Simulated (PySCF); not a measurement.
Output of ΔSCF core-hole calculations on ZnMe2 (`[CH3][Zn][CH3]`).

Method: delta-SCF UKS SCAN, pcX-2 on the ionised atom (unc-x2c-TZVPall on a metal), pcseg-1 elsewhere, spin-free X2C in PySCF 2.14.0. Atoms in this output count from 0. The cycles run on a coarse integration grid; for E(ground) and E(ion) the exchange–correlation energy is redone on a finer one, so they differ from the last cycle, and only they enter the binding energy.

Coordinates (Å, PBE0-D3(BJ)/def2-SVP):
```
Zn     0.003202     0.007047     0.000064
C     -0.004131    -0.013239     1.945673
H     -0.441395     0.910742     2.358161
H      1.016231    -0.106564     2.352258
H     -0.593265    -0.859943     2.334704
C      0.004995     0.015094    -1.945634
H     -1.021267     0.016516    -2.348222
H      0.516884    -0.873564    -2.350019
H      0.518757     0.903919    -2.346985
```

```
ground state, core basis on atom 1 (C), 120 functions
  cycle   1  E = -1872.13813539  |g| = 2.45e-01
  cycle   2  E = -1872.10497514  |g| = 5.40e-01
  cycle   3  E = -1872.14692620  |g| = 6.47e-03
  cycle   4  E = -1872.14692811  |g| = 8.20e-03
  cycle   5  E = -1872.14694625  |g| = 8.31e-04
  cycle   6  E = -1872.14694562  |g| = 3.09e-04
  E(ground) = -1872.33426445 Eh
hole in C 1s of atom 1
  cycle   1  E = -1860.93270128  |g| = 1.50e+00
  cycle   2  E = -1860.32246534  |g| = 1.77e+00
  cycle   3  E = -1861.45319735  |g| = 3.51e-01
  cycle   4  E = -1861.47861186  |g| = 2.30e-01
  ...
  cycle   8  E = -1861.50814099  |g| = 1.17e-03
  cycle   9  E = -1861.50814158  |g| = 5.68e-04
  cycle  10  E = -1861.50814241  |g| = 1.07e-04
  E(ion) = -1861.69488927 Eh   <S^2> = 0.7684   hole on atom = 1.000
```

Question: What is the C 1s binding energy of atom 1?

Answer: (-1861.694889 − (-1872.334264)) Eh × 27.2114 eV/Eh = 289.51 eV, for the carbon bonded to Zn and 3 H.

Isolated species at its PBE0-D3(BJ)/def2-SVP geometry, gas phase. Metal 2p energies of this one-determinant scheme are less reliable than its 1s energies.

Time: 6.7 s wall. Hardware: one thread of an x86-64 server (shared host).
Labels such as C1 count atoms from 1, the log's own numbers from 0.
